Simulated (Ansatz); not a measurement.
CH$_{6}$BNO$_{2}$, SMILES `NCB(O)O`, relaxed with RKS PBE-D4/def2-SVP in Ansatz from a rough embedded geometry. The force threshold is 0.03 eV/Å; the program also tests the step.

Charge 0, multiplicity 1.

Start:

```xyz
11

N     0.996    0.627    1.082
C     0.463   -0.496    0.410
B    -0.722   -0.007   -0.527
O    -0.724   -0.355   -2.010
O    -1.907    0.654    0.035
H     1.770    0.300    1.748
H     1.578    1.185    0.347
H     0.053   -1.229    1.137
H     1.255   -1.065   -0.182
H    -1.106   -1.211   -2.059
H    -1.657    1.597    0.018
```

Problem. How much energy does the relaxation release, and in how many steps? (An estimate is asked.)

Solution. Computed: 2.01 eV, in 14 steps, 2 of them rejected.

Problem. Which bonds change most? (An estimate is asked.)

Solution. Ansatz gave: B3–O4 from 1.523 to 1.370 Å; B3–O5 from 1.469 to 1.366 Å; N1–C2 from 1.413 to 1.482 Å; N1–H7 from 1.091 to 1.029 Å.

Problem. Give the relaxed structure. (Best estimate.)

Solution. The calculation gave: 
```xyz
11

N     0.776    0.733    1.083
C     0.576   -0.499    0.285
B    -0.661   -0.231   -0.691
O    -0.941   -1.069   -1.739
O    -1.430    0.860   -0.402
H     1.268    0.543    1.965
H     1.379    1.388    0.568
H     0.271   -1.319    0.974
H     1.485   -0.876   -0.239
H    -1.748   -0.776   -2.203
H    -0.976    1.246    0.399
```
